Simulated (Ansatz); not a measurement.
Abridged output of a molecular run in Ansatz:

```
Functional definition: HF
2313 factors; integrals over basis functions are off by at most 1.5e-3 eV
mean field evaluation 1: about -20862.7308 eV, gradient 5.7e1 eV
mean field evaluation 2: about -20862.9751 eV, gradient 5.7e1 eV
mean field evaluation 4: about -20870.3480 eV, gradient 5.5e0 eV
mean field evaluation 8: about -20870.4799 eV, gradient 5.2e-1 eV
mean field evaluation 16: about -20870.4820 eV, gradient 2.1e-6 eV
mean field -20870.48201485 eV, -766.9760675248 hartree, gradient 2.1e-6 eV, S^2 0.000000; 0 other end points of the search recorded, 0 dependent functions left out
14 core orbitals not correlated: weight in the atoms' cores, before any rotation towards them, 1.000 or more for the frozen orbitals, at most 0.000 for the correlated occupied ones
reference -20870.48201485 eV, -766.9760675248 hartree; 25, 25 occupied and 320, 320 virtual orbitals, 2313 factors
second order -38.28118947 eV of doubles, -0.00000000 eV of singles
cycle   1  -38.17131203 eV  change    1.1e-1 eV  update   1.5e-1
cycle   2  -39.14944842 eV  change   -9.8e-1 eV  update   4.6e-2
cycle   3  -39.37937482 eV  change   -2.3e-1 eV  update   2.7e-2
cycle   4  -39.36291427 eV  change    1.6e-2 eV  update   8.3e-3
cycle   5  -39.35761733 eV  change    5.3e-3 eV  update   5.0e-3
cycle   6  -39.36075692 eV  change   -3.1e-3 eV  update   1.8e-3
cycle   7  -39.36043491 eV  change    3.2e-4 eV  update   9.0e-4
cycle   8  -39.36008370 eV  change    3.5e-4 eV  update   3.1e-4
cycle   9  -39.36021851 eV  change   -1.3e-4 eV  update   1.2e-4
cycle  10  -39.36028188 eV  change   -6.3e-5 eV  update   4.4e-5
cycle  11  -39.36022394 eV  change    5.8e-5 eV  update   1.8e-5
perturbative correction -1.53790363 eV, -0.0565169159 hartree
Total energy: -20911.38014241 eV, -768.4790459911 hartree
```

Its atoms:

```xyz
15

C    -1.629    2.362    1.316
N    -0.525    1.968    1.771
In    0.614    0.618    0.662
N     2.368    0.331    1.583
Si   -0.065   -0.388   -1.597
C    -0.409   -2.247   -1.362
F     0.581   -2.822   -0.566
H    -2.083    2.064    0.352
H    -2.241    3.074    1.894
H     2.502    0.642    2.532
H     2.986   -0.431    1.358
H    -1.312    0.220   -2.143
H     1.010   -0.204   -2.610
H    -0.423   -2.781   -2.317
H    -1.374   -2.406   -0.871
```

(1) Which basis set was used?
A. cc-pV(Q+d)Z
B. def2-TZVPPD
C. def2-TZVPP
D. def2-SVP

(2) Write the keys of the input that set method, charge and spin (a neutral closed shell needs none for the last two).

## Answers

(1) C. It gives 359 functions.

(2) 
```yaml
correlation: {method: ccsd_t}
```
